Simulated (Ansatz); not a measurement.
(H2Ga-mu-F)2 (Ga₂H₄F₂). Total charge 0; singlet. Geometry PBE0-D4/def2-SVP.

```xyz
8

Ga   -0.6729    0.8932   -1.0022
H    -0.1089    2.3412   -0.9763
H    -1.7678    0.1537   -1.8205
F     0.8425   -0.3153   -0.8466
Ga    0.6729   -0.8932    1.0022
H     0.1128   -2.3428    0.9807
H     1.7666   -0.1485    1.8175
F    -0.8452    0.3117    0.8452
```

Question: Estimate the orbital energies around the gap (eV) in Ansatz with LDA (SPW92)/def2-TZVP, PBE-D4/def2-SVP, PBE-D4/def2-TZVP, PBE0-D4/def2-SVP, PBE0-D4/def2-TZVP.

Answer: 
| orbital | LDA (SPW92)/def2-TZVP | PBE-D4/def2-SVP | PBE-D4/def2-TZVP | PBE0-D4/def2-SVP | PBE0-D4/def2-TZVP |
| --- | --- | --- | --- | --- | --- |
| HOMO−5 | -9.94 | -9.69 | -9.76 | -11.71 | -11.83 |
| HOMO−4 | -9.90 | -9.47 | -9.68 | -11.47 | -11.55 |
| HOMO−3 | -9.75 | -9.38 | -9.53 | -11.24 | -11.28 |
| HOMO−2 | -9.05 | -8.82 | -8.89 | -10.34 | -10.38 |
| HOMO−1 | -7.82 | -7.71 | -7.76 | -9.02 | -9.05 |
| HOMO | -7.47 | -7.33 | -7.41 | -8.72 | -8.76 |
| LUMO | -1.90 | -1.44 | -1.62 | -0.60 | -0.79 |
| LUMO+1 | -0.88 | -0.36 | -0.59 | 0.50 | 0.31 |
| LUMO+2 | -0.71 | -0.33 | -0.46 | 0.54 | 0.36 |
| LUMO+3 | -0.24 | 0.23 | -0.05 | 1.18 | 0.85 |
| LUMO+4 | 0.22 | 0.53 | 0.40 | 1.31 | 1.17 |
| LUMO+5 | 0.42 | 1.02 | 0.64 | 2.14 | 1.60 |
